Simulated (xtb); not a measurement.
B(F)3(OMe2) (C2H6BF3O), SMILES CO(C)->B(F)(F)F (connectivity only; charge and spin as stated), neutral, multiplicity 1. All values are semi-empirical tight-binding results from xtb (GFN2-xTB unless named), good for trends rather than for accurate numbers. Geometry: GFN2-xTB. The isomer is the one that the SMILES or the coordinates give; other isomers of the formula were not compared. The values are those of a single conformer.

Optimised geometry:

```xyz
13

B     -0.4235    -0.2891     0.6580
F      0.3722     0.4330     1.4691
F     -0.2583    -1.6149     0.7449
F     -1.6924     0.1335     0.5941
C      1.5205    -0.3874    -1.0883
O      0.1834     0.0752    -0.9166
C      0.0372     1.4580    -1.2293
H      2.2078     0.1498    -0.4295
H      1.5271    -1.4457    -0.8362
H      1.8112    -0.2482    -2.1311
H      0.3142     1.6155    -2.2731
H      0.6599     2.0745    -0.5758
H     -1.0103     1.7102    -1.0780
```

point group as xtb finds it: Cs
orbital gap: 10.40 eV
dipole moment: 6.15 D
zero-point energy: 57.2 kcal/mol
G − E(el) at 298.15 K (modified RRHO): 36.7 kcal/mol
static polarisability (D4 model): 50.5 bohr³
solvation energy, GFN2-xTB/ALPB(water): -8.9 kcal/mol
solvation energy, GFN2-xTB/ALPB(dmso): -9.6 kcal/mol

Computed IR lines (harmonic; lines under 4 % of the strongest left out, lines within 3 cm⁻¹ merged):
ν (cm⁻¹): 442 (w), 529 (vs), 806 (m), 932 (w), 1055 (w), 1179 (vs), 1215 (vs), 1454 (w), 1463 (w), 2973 (w), 2988 (w) (against the strongest line: vs over 80 %, s over 45 %, m over 15 %, w over 4 %, vw less)

Computed atomic charges and the Wiberg bond orders between heavy atoms:
charges (e) B1 0.68, F2 -0.34, F3 -0.33, F4 -0.33, C5 0.01, O6 -0.18, C7 0.01, H8 0.07, H9 0.10, H10 0.07, H11 0.07, H12 0.07, H13 0.10. Bond orders B1–F2 0.92, B1–F3 0.93, B1–F4 0.93, B1–O6 0.47, C5–O6 0.94, O6–C7 0.94.
